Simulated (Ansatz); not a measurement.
A made-up structure of NaSnH₃O, closed shell:

```
atom    x (Å)    y (Å)    z (Å)
 Na1  -1.7165  -2.3109   1.4509
  O2  -0.6665  -0.8971   0.5659
 Sn3   0.3477   0.4681  -0.2939
  H4  -0.3140  -0.0597   0.9056
  H5  -0.6810   1.5581  -1.1540
  H6   1.2505   1.3892   0.8563
```

It is relaxed with PBE-D4/def2-SVP and then PBE0-D4/def2-TZVP (Ansatz 0.2.0). Atoms count as bonded within 1.22 times the sum of their covalent radii (H–H: 0.88 Å). The end point is not checked to be a true minimum.

Does its bonding change? (Judge from chemistry; the calculation decides.)

The calculation gives: Yes. Formed: Na1–Sn3; broken: Sn3–H4.

Where it ends: The first stage lowers the energy by 4.97 eV in 15 steps. It ends as NaSnH₃O ([OH]1[Na][SnH2]1):
```json
{"atom": "Na1", "x (Å)": "-0.9531", "y (Å)": "-2.3603", "z (Å)": "0.4658"}
{"atom": "O2", "x (Å)": "-0.8676", "y (Å)": "-0.4191", "z (Å)": "1.2509"}
{"atom": "Sn3", "x (Å)": "0.2130", "y (Å)": "0.1105", "z (Å)": "-0.5222"}
{"atom": "H4", "x (Å)": "-1.0135", "y (Å)": "0.2984", "z (Å)": "1.8666"}
{"atom": "H5", "x (Å)": "-0.7032", "y (Å)": "1.5444", "z (Å)": "-0.9643"}
{"atom": "H6", "x (Å)": "1.5445", "y (Å)": "0.9740", "z (Å)": "0.2339"}
```

Labels in which every atom is bracketed show which atoms are joined, not bond orders.

For scale, one of the runs: PBE0-D4/def2-TZVP relaxation, 131 basis functions, launched by `ansatz run in.yaml --threads 2 --pin off --events-out ev --progress --plain --max-ram 4352MiB`. The run took about 15 s on 2 CPU threads of an Arm Neoverse V2 (shared host).
